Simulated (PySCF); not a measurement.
Isomers of C4H12GeO, from PySCF 2.14.0, PBE0-D3(BJ)/def2-SVP geometry optimisation, gas phase. One conformer each, no zero-point energy, no frequencies.

Question: Which is lowest in electronic energy at this level?
A. Ge(OMe)Me3, `C[O][Ge]([CH3])([CH3])[CH3]`: A = 2834, B = 1870, C = 1868 MHz, dipole 1.58 D
B. `[CH3:1][O:2][CH2:3][C@H:4]([CH3:5])[GeH3:6]` with C1–O2–C3–C4 180°, O2–C3–C4–C5 70°: A = 3318, B = 1320, C = 1063 MHz, dipole 1.80 D
C. `[CH3:1][CH2:2][CH2:3][GeH2:4][O:5][CH3:6]` with C1–C2–C3–Ge4 -67°, C2–C3–Ge4–O5 -46°, C3–Ge4–O5–C6 177°: A = 3443, B = 1433, C = 1190 MHz, dipole 0.74 D

Answer: A. That is Ge(OMe)Me3, `C[O][Ge]([CH3])([CH3])[CH3]`, 16.0 kcal/mol below the next.

```tsv
SMILES	mapped SMILES	E (Eh)	relative (kcal/mol)	relative (kJ/mol)	dipole (D)
C[O][Ge]([CH3])([CH3])[CH3]	–	-2310.94537	0.0	0.0	1.58
CC[CH2][GeH2][O]C	[CH3:1][CH2:2][CH2:3][GeH2:4][O:5][CH3:6]	-2310.91995	16.0	66.7	0.74
COC[C@H](C)[GeH3]	[CH3:1][O:2][CH2:3][C@H:4]([CH3:5])[GeH3:6]	-2310.89081	34.2	143.2	1.80
```
